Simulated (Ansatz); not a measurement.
Geometry optimisation, RKS CAM-B3LYP-D4/6-31G* in Ansatz 0.2.0.

The input (input.yaml):

```yaml
crystal:
  periodic: [false, false, false]
  atoms:
    - { symbol: C, position_ang: [-1.7427, 0.1785, 0.3179] }
    - { symbol: "N", position_ang: [-0.7204, -0.3583, -0.0965] }
    - { symbol: B, position_ang: [0.6147, 0.2789, 0.0488] }
    - { symbol: "N", position_ang: [1.9611, -0.4416, -0.4347] }
    - { symbol: H, position_ang: [-2.7452, -0.2772, 0.153] }
    - { symbol: H, position_ang: [-1.7691, 1.2173, 0.7802] }
    - { symbol: H, position_ang: [0.7884, 1.342, 0.5732] }
    - { symbol: H, position_ang: [2.37497, 0.24724, -1.11321] }
    - { symbol: H, position_ang: [2.53848, -0.44009, 0.45653] }
basis:
  gaussian: { orbitals: "6-31G*" }
hamiltonian:
  xc: cam_b3lyp
  dispersion: d4
relax:
  f_tol: 0.015
  max_steps: 40
```

Command:

```bash
$ ansatz run input.yaml --threads 1 --pin off --max-ram 2048MiB --backend cpu --events-out ev --progress --plain --runs-dir out
```

Task: Where does it end, and by what steps?

Result: It converged. After 19 steps the energy has fallen by 1.807 eV; H8 moved furthest, 1.12 Å.

```csv
step,energy less start (eV),largest force component (eV/Å),accepted
0,0.0000,3.729,yes
1,-0.1037,3.249,yes
2,-0.5471,1.123,yes
3,-0.8224,1.688,yes
4,-1.1429,1.713,yes
5,-1.4950,1.439,yes
6,-1.7268,1.363,yes
7,-1.8015,0.139,yes
8,-1.8029,0.226,yes
9,-1.8067,0.040,yes
10,-1.8068,0.023,yes
11,-1.8068,0.028,yes
12,-1.8069,0.022,yes
13,-1.8069,0.021,yes
14,-1.8070,0.022,yes
15,-1.8070,0.027,yes
16,-1.8070,0.030,yes
17,-1.8070,0.028,yes
18,-1.8070,0.020,yes
19,-1.8071,0.015,yes
```

```xyz
9
Properties=species:S:1:pos:R:3
C -1.664 0.236 0.173
N -0.577 -0.180 -0.321
B 0.671 0.348 0.246
N 1.870 -0.091 -0.302
H -2.625 -0.123 -0.211
H -1.725 0.964 0.998
H 0.686 1.135 1.155
H 1.884 -0.753 -1.066
H 2.779 0.210 0.014
```

Run time: 3 min on 1 CPU thread of a shared host.
